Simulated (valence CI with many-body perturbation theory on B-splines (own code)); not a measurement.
**Al VII: calculated level list**

Computed by relativistic CI+MBPT: five valence electrons over a frozen Dirac-Fock core [He], radial functions for each j: 9 s, 9 p, 8 d, 6 f, 3 g, 1 h, with the one-electron correlation potential Σ1, the two-electron term Σ2, the three-electron term Σ3, Breit, model QED; selected CI, second order for the rest, scaled by the run's own slope (own B-spline code, finite nucleus).

Against 27 measured levels this calculation errs by 253 cm⁻¹ on average and by 601 at most. These come from a selection out of NIST levels in Kelleher and Podobedova, J. Phys. Chem. Ref. Data 37, 709 (2008); Martin and Zalubas, J. Phys. Chem. Ref. Data 8, 817 (1979). Levels without a partner in it may be off by more. Among the levels kept, up to 2700 cm⁻¹ of a level comes from second order outside the variational space, and about a tenth of that is noise between levels of different J, which matters for small intervals. 1 measured level below the end of the list, from 1318010 cm⁻¹ on, found no clear computed partner, and computed levels of the same name lie up to 2685 cm⁻¹ from them.

Levels 1 to 45 of 66, with energies above the lowest level, 2s2 2p3 4S°_3/2. "Leading %" is the weight of the configuration and term that name the level; weights of strongly mixed levels are sums over their largest components and can fall short. Lifetimes count E1, E2, E3, M1 and M2 decay at the calculated energies, and are blank where another channel may lead or the interval is too uncertain; long ones can be off by a factor of two.

| No. | Configuration | Term | J | E (eV) | Leading % | Lifetime | Second component |
| --- | --- | --- | --- | --- | --- | --- | --- |
| 1 | 2s2 2p3 | 4S° | 3/2 | 0.00 | 99 |  |  |
| 2 | 2s2 2p3 | 2D° | 3/2 | 7.76 | 98 | 2.25 s |  |
| 3 | 2s2 2p3 | 2D° | 5/2 | 7.77 | 99 | 63.8 s |  |
| 4 | 2s2 2p3 | 2P° | 1/2 | 11.78 | 97 | 52.6 ms |  |
| 5 | 2s2 2p3 | 2P° | 3/2 | 11.81 | 96 | 21.6 ms |  |
| 6 | 2s 2p4 | 4P | 5/2 | 34.75 | 99 | 304 ps |  |
| 7 | 2s 2p4 | 4P | 3/2 | 35.05 | 99 | 296 ps |  |
| 8 | 2s 2p4 | 4P | 1/2 | 35.22 | 99 | 291 ps |  |
| 9 | 2s 2p4 | 2D | 5/2 | 47.89 | 99 | 113 ps |  |
| 10 | 2s 2p4 | 2D | 3/2 | 47.89 | 99 | 111 ps |  |
| 11 | 2s 2p4 | 2S | 1/2 | 56.25 | 98 | 58.1 ps |  |
| 12 | 2s 2p4 | 2P | 3/2 | 59.30 | 98 | 26.3 ps |  |
| 13 | 2s 2p4 | 2P | 1/2 | 59.67 | 98 | 26.4 ps |  |
| 14 | 2p5 | 2P° | 3/2 | 91.28 | 96 | 44.5 ps |  |
| 15 | 2p5 | 2P° | 1/2 | 91.76 | 96 | 44.0 ps |  |
| 16 | 2s2 2p2 3s | 4P | 1/2 | 142.19 | 96 | 28.1 ps |  |
| 17 | 2s2 2p2 3s | 4P | 3/2 | 142.39 | 96 | 28.0 ps |  |
| 18 | 2s2 2p2 3s | 4P | 5/2 | 142.67 | 96 | 28.0 ps |  |
| 19 | 2s2 2p2 3s | 2P | 1/2 | 144.30 | 96 | 9.32 ps |  |
| 20 | 2s2 2p2 3s | 2P | 3/2 | 144.64 | 96 | 9.33 ps |  |
| 21 | 2s2 2p2 3s | 2D | 5/2 | 148.57 | 96 | 15.2 ps |  |
| 22 | 2s2 2p2 3s | 2D | 3/2 | 148.58 | 96 | 15.2 ps |  |
| 23 | 2s2 2p2 3p | 2S° | 1/2 | 150.22 | 95 | 2.81 ns |  |
| 24 | 2s2 2p2 3p | 4D° | 1/2 | 151.25 | 95 | 1.67 ns |  |
| 25 | 2s2 2p2 3p | 4D° | 3/2 | 151.36 | 95 | 1.61 ns |  |
| 26 | 2s2 2p2 3p | 4D° | 5/2 | 151.54 | 95 | 1.60 ns |  |
| 27 | 2s2 2p2 3p | 4D° | 7/2 | 151.79 | 96 | 1.67 ns |  |
| 28 | 2s2 2p2 3p | 4P° | 1/2 | 152.12 | 95 | 342 ps |  |
| 29 | 2s2 2p2 3p | 4P° | 3/2 | 152.19 | 94 | 336 ps |  |
| 30 | 2s2 2p2 3p | 4P° | 5/2 | 152.36 | 93 | 345 ps |  |
| 31 | 2s2 2p2 3p | 2D° | 3/2 | 153.34 | 96 | 1.52 ns |  |
| 32 | 2s2 2p2 3p | 2D° | 5/2 | 153.69 | 94 | 1.41 ns |  |
| 33 | 2s2 2p2 3p | 4S° | 3/2 | 153.96 | 85 | 73.7 ps | 11 % 2s 2p3 3s 4S° |
| 34 | 2s2 2p2 3p | 2P° | 1/2 | 154.79 | 95 | 361 ps |  |
| 35 | 2s2 2p2 3s | 2S | 1/2 | 154.81 | 93 | 15.8 ps | 5 % 2p4 3s 2S |
| 36 | 2s2 2p2 3p | 2P° | 3/2 | 154.81 | 96 | 355 ps |  |
| 37 | 2s2 2p2 3p | 2F° | 5/2 | 157.97 | 97 | 672 ps |  |
| 38 | 2s2 2p2 3p | 2F° | 7/2 | 158.05 | 97 | 665 ps |  |
| 39 | 2s 2p3 3s | 6S° | 5/2 | 158.89 | 99 | 109 ns |  |
| 40 | 2s2 2p2 3p | 2D° | 5/2 | 159.62 | 94 | 398 ps |  |
| 41 | 2s2 2p2 3p | 2D° | 3/2 | 159.65 | 93 | 390 ps |  |
| 42 | 2s2 2p2 3p | 2P° | 1/2 | 160.94 | 96 | 173 ps |  |
| 43 | 2s2 2p2 3p | 2P° | 3/2 | 161.14 | 95 | 172 ps |  |
| 44 | 2s2 2p2 3d | 4F | 3/2 | 162.36 | 96 | 706 ps |  |
| 45 | 2s2 2p2 3d | 4F | 5/2 | 162.46 | 95 | 639 ps |  |

The ionisation energy to 2s2 2p2 3P_0 of the next ion comes out as 241.72 eV (NIST: 241.76 ± 0.09 eV (semi-empirical)). All 66 levels together are meant to be complete up to 169.13 eV.
